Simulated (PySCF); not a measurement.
**C3H9Cl3Si2: full NMR table**

* Formula: C3H9Cl3Si2
* SMILES: C[Si](C)(C)[Si](Cl)(Cl)Cl
* Point group of the computed structure: C3v
* Degrees of unsaturation: 0
* Carbon signals: 1
* Proton signals: 1

Mapped SMILES: `[CH3:1][Si:2]([CH3:3])([CH3:4])[Si:5]([Cl:6])([Cl:7])[Cl:8]`. Each H is labelled by its parent atom.

Theoretical values (PySCF 2.14): GIAO PBE0/pcSseg-1 shieldings, GFN2-xTB structure. One computed conformer, fast rotation and ring inversion assumed for equivalent nuclei, isolated molecule, relativity neglected.

Referencing at the same level of theory: TMS for $^{1}$H (σ = 31.72 ppm) and $^{13}$C (σ = 186.93 ppm) and $^{29}$Si (σ = 349.16 ppm).

| carbon | δC, type | δH (multiplicity) | HMBC from (2–3 bonds) | span of the C tensor (ppm) |
| --- | --- | --- | --- | --- |
| C1/C3/C4 | -2.8, CH3 | 0.23 (s) | H(C1)/H(C3)/H(C4) | 8 |

Other nuclei:
```tsv
atoms	nucleus	environment	δ (ppm)	σ (ppm)
Si5	$^{29}$Si	silicon bonded to 3 Cl, Si	39.8	309.4
Si2	$^{29}$Si	silicon bonded to 3 C, Si	-9.5	358.7
```

Carbon types of the structure: 3 × CH3, which accounts for all hydrogens. δC -2.8: methyl carbon bonded to Si; an electropositive neighbour leaves it electron-rich and shielded. δH 0.23: hydrogen on a methyl carbon bonded to Si; an electropositive neighbour shields it, as in TMS itself.

Shifts are as computed. Against solution values, carbons near 30 ppm lie about +3 ppm off and those near 130 ppm about +5 ppm. Of 1211 compounds with measured shifts, 218 miss one by over three times the rms of a fit or turn the order of signals round; such compounds aren't used in these exercises.
